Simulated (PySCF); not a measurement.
C7H8, charge +1, doublet, at a GFN2-xTB geometry (a state made from the parent by changing its charge; the spin is typed, not shown lowest); CAMB3LYP/def2-SVP in PySCF.

Input for PySCF:
```python
from pyscf import gto, scf, dft

mol = gto.Mole()
mol.atom = '''
    C     1.17486600   -0.47772752    0.64346424
    C     0.78808183    0.81384632    0.85974479
    C    -0.27270495    1.14091680   -0.16480281
    C    -1.32582170    0.24940099    0.45008430
    C    -0.93903754   -1.04217285    0.23380375
    C     0.36763190   -0.99733600   -0.52286403
    C     0.18725884    0.28323646   -1.35653456
    H     1.88225086   -1.06032231    1.20773834
    H     1.12040016    1.48369710    1.63374723
    H    -0.52038085    2.18306297   -0.32266910
    H    -2.18604264    0.60082512    0.99298053
    H    -1.42419194   -1.94319429    0.56697164
    H     0.70397232   -1.90537355   -1.00729843
    H    -0.57381316    0.18453533   -2.12817486
    H     1.11615896    0.63578433   -1.80066947
'''
mol.basis = 'def2-svp'
mol.charge = 1
mol.spin = 1
mol.verbose = 4
mol.build()

mf = dft.UKS(mol)
mf.xc = 'camb3lyp'
mf.kernel()
mf.analyze()
```

Q: Predict the main parts of the log of this PySCF run.

A: 
```
PySCF version 2.14.0

[INPUT] verbose = 4
[INPUT] num. atoms = 15
[INPUT] num. electrons = 49
[INPUT] charge = 1
[INPUT] spin (= nelec alpha-beta = 2S) = 1
[INPUT] symmetry False subgroup None
[INPUT] Mole.unit = angstrom
[INPUT] Symbol           X                Y                Z      unit          X                Y                Z       unit  Magmom
[...]
nuclear repulsion = 291.705285253146
number of shells = 66
number of NR pGTOs = 224
number of NR cGTOs = 138
basis = def2-svp
ecp = {}

******** <class 'pyscf.dft.uks.UKS'> ********
method = UKS
initial guess = minao
damping factor = 0
level_shift factor = 0
DIIS = <class 'pyscf.scf.diis.CDIIS'>
diis_start_cycle = 1
diis_space = 8
diis_damp = 0
SCF conv_tol = 1e-09
SCF conv_tol_grad = None
SCF max_cycles = 50
direct_scf = True
direct_scf_tol = 1e-13
number electrons alpha = 25  beta = 24
XC library pyscf.dft.libxc version 7.1.2
    S. Lehtola, C. Steigemann, M. J. T. Oliveira, and M. A. L. Marques,  SoftwareX 7, 1–5 (2018)
XC functionals = camb3lyp
    T. Yanai, D. P. Tew, and N. C. Handy,  Chem. Phys. Lett. 393, 51 (2004)
radial grids:
    Treutler-Ahlrichs [JCP 102, 346 (1995); DOI:10.1063/1.469408] (M4) radial grids

becke partition: Becke, JCP 88, 2547 (1988); DOI:10.1063/1.454033
pruning grids: <function nwchem_prune>
grids dens level: 3
symmetrized grids: False
atomic radii adjust function: <function treutler_atomic_radii_adjust>
small_rho_cutoff = 0
Set gradient conv threshold to 3.16228e-05
tot grids = 177296
init E= -272.54777123555

cycle= 1 E= -270.795043388752  delta_E= 1.75  |g|= 0.185  |ddm|= 3.02
cycle= 2 E= -270.812456643253  delta_E= -0.0174  |g|= 0.12  |ddm|= 0.58
cycle= 3 E= -270.819599873404  delta_E= -0.00714  |g|= 0.0284  |ddm|= 0.187
cycle= 4 E= -270.820052658312  delta_E= -0.000453  |g|= 0.0048  |ddm|= 0.0522
cycle= 5 E= -270.820065717867  delta_E= -1.31e-05  |g|= 0.002  |ddm|= 0.00763
cycle= 6 E= -270.820068474425  delta_E= -2.76e-06  |g|= 0.000508  |ddm|= 0.00348
cycle= 7 E= -270.820068820952  delta_E= -3.47e-07  |g|= 0.000168  |ddm|= 0.00127
cycle= 8 E= -270.82006885167  delta_E= -3.07e-08  |g|= 8.59e-05  |ddm|= 0.000445
cycle= 9 E= -270.82006885681  delta_E= -5.14e-09  |g|= 1.83e-05  |ddm|= 0.000133
cycle= 10 E= -270.820068857201  delta_E= -3.91e-10  |g|= 6.24e-06  |ddm|= 5.43e-05
Extra cycle  E= -270.820068857242  delta_E= -4.12e-11  |g|= 3.4e-06  |ddm|= 1.5e-05
converged SCF energy = -270.820068857242  <S^2> = 0.75332147  2S+1 = 2.0033187
**** SCF Summaries ****
Total Energy =                        -270.820068857242120
Nuclear Repulsion Energy =             291.705285253145860
One-electron Energy =                 -930.899889923277669
Two-electron Energy =                  368.374535812889633
Two-electron Coulomb Energy =          408.859471745702649
DFT Exchange-Correlation Energy =      -40.484935932813002
**** MO energy ****
                             alpha | beta                alpha | beta
[...]
To work with the spin densities directly, `use mulliken_meta_spin()` only printing them here.

 ** Mulliken spin pop alpha/beta on meta-lowdin orthogonal AOs **
 ** Mulliken Spin Density (per AO)  **
spin_pop of  0 C 1s       -0.00000
spin_pop of  0 C 2s        0.01268
spin_pop of  0 C 3s       -0.00021
spin_pop of  0 C 2px       0.16801
spin_pop of  0 C 2py       0.03952
spin_pop of  0 C 2pz       0.04318
spin_pop of  0 C 3px       0.00004
spin_pop of  0 C 3py       0.00012
spin_pop of  0 C 3pz       0.00016
spin_pop of  0 C 3dxy      0.00021
spin_pop of  0 C 3dyz      0.00015
spin_pop of  0 C 3dz^2     0.00007
spin_pop of  0 C 3dxz     -0.00008
spin_pop of  0 C 3dx2-y2   -0.00013
spin_pop of  1 C 1s       -0.00000
spin_pop of  1 C 2s        0.01268
spin_pop of  1 C 3s       -0.00021
spin_pop of  1 C 2px       0.18663
spin_pop of  1 C 2py       0.01469
spin_pop of  1 C 2pz       0.04940
spin_pop of  1 C 3px       0.00022
spin_pop of  1 C 3py      -0.00012
spin_pop of  1 C 3pz       0.00022
spin_pop of  1 C 3dxy     -0.00001
[...]
spin_pop of  5 C 3pz       0.00012
spin_pop of  5 C 3dxy     -0.00002
spin_pop of  5 C 3dyz     -0.00000
spin_pop of  5 C 3dz^2    -0.00006
spin_pop of  5 C 3dxz      0.00007
spin_pop of  5 C 3dx2-y2   -0.00004
spin_pop of  6 C 1s       -0.00000
spin_pop of  6 C 2s       -0.00104
spin_pop of  6 C 3s        0.00001
spin_pop of  6 C 2px       0.00140
spin_pop of  6 C 2py      -0.00370
spin_pop of  6 C 2pz      -0.00026
spin_pop of  6 C 3px       0.00020
spin_pop of  6 C 3py       0.00002
spin_pop of  6 C 3pz      -0.00010
spin_pop of  6 C 3dxy     -0.00001
spin_pop of  6 C 3dyz      0.00000
spin_pop of  6 C 3dz^2     0.00001
spin_pop of  6 C 3dxz      0.00004
spin_pop of  6 C 3dx2-y2   -0.00001
spin_pop of  7 H 1s       -0.00847
spin_pop of  7 H 2s        0.00001
spin_pop of  7 H 2px       0.00002
spin_pop of  7 H 2py       0.00001
spin_pop of  7 H 2pz       0.00000
spin_pop of  8 H 1s       -0.00847
spin_pop of  8 H 2s        0.00001
spin_pop of  8 H 2px       0.00004
spin_pop of  8 H 2py      -0.00001
spin_pop of  8 H 2pz      -0.00000
spin_pop of  9 H 1s       -0.00046
spin_pop of  9 H 2s       -0.00000
spin_pop of  9 H 2px       0.00000
spin_pop of  9 H 2py      -0.00000
spin_pop of  9 H 2pz      -0.00000
spin_pop of  10 H 1s       -0.00847
spin_pop of  10 H 2s        0.00001
spin_pop of  10 H 2px      -0.00001
spin_pop of  10 H 2py       0.00001
spin_pop of  10 H 2pz       0.00003
spin_pop of  11 H 1s       -0.00847
spin_pop of  11 H 2s        0.00001
spin_pop of  11 H 2px       0.00002
spin_pop of  11 H 2py      -0.00002
spin_pop of  11 H 2pz       0.00003
spin_pop of  12 H 1s       -0.00046
spin_pop of  12 H 2s       -0.00000
spin_pop of  12 H 2px       0.00000
spin_pop of  12 H 2py      -0.00001
spin_pop of  12 H 2pz       0.00000
spin_pop of  13 H 1s        0.00092
spin_pop of  13 H 2s        0.00013
spin_pop of  13 H 2px       0.00001
spin_pop of  13 H 2py      -0.00000
spin_pop of  13 H 2pz       0.00000
spin_pop of  14 H 1s        0.00092
spin_pop of  14 H 2s        0.00013
spin_pop of  14 H 2px       0.00002
spin_pop of  14 H 2py       0.00000
spin_pop of  14 H 2pz      -0.00000
 ** Mulliken Spin Density (per atom)  **
spin density of  0 C =      0.26372
spin density of  1 C =      0.26373
spin density of  2 C =     -0.00945
spin density of  3 C =      0.26371
spin density of  4 C =      0.26372
spin density of  5 C =     -0.00945
spin density of  6 C =     -0.00345
spin density of  7 H =     -0.00843
spin density of  8 H =     -0.00843
spin density of  9 H =     -0.00047
spin density of  10 H =     -0.00843
spin density of  11 H =     -0.00843
spin density of  12 H =     -0.00047
spin density of  13 H =      0.00106
spin density of  14 H =      0.00106
 ** Mulliken pop alpha/beta on meta-lowdin orthogonal AOs **
 ** Mulliken pop       alpha | beta **
In total            25.00000 | 24.00000
 ** Mulliken atomic charges   ( Nelec_alpha | Nelec_beta ) **
charge of  0C =      0.02262  (     3.12055      2.85683 )
charge of  1C =      0.02260  (     3.12056      2.85684 )
charge of  2C =     -0.07186  (     3.03121      3.04065 )
charge of  3C =      0.02261  (     3.12055      2.85684 )
charge of  4C =      0.02260  (     3.12056      2.85684 )
charge of  5C =     -0.07186  (     3.03121      3.04065 )
charge of  6C =     -0.14474  (     3.07065      3.07410 )
charge of  7H =      0.16446  (     0.41356      0.42199 )
charge of  8H =      0.16446  (     0.41356      0.42199 )
charge of  9H =      0.14308  (     0.42822      0.42869 )
charge of  10H =      0.16446  (     0.41356      0.42199 )
charge of  11H =      0.16446  (     0.41356      0.42199 )
charge of  12H =      0.14308  (     0.42823      0.42869 )
charge of  13H =      0.12702  (     0.43702      0.43596 )
charge of  14H =      0.12702  (     0.43702      0.43596 )

WARN: System has nonzero charge 1; the dipole moment is origin-dependent.
Location of origin: [0. 0. 0.]

Dipole moment(X, Y, Z, Debye): -0.17335, -0.26218,  1.25574
```
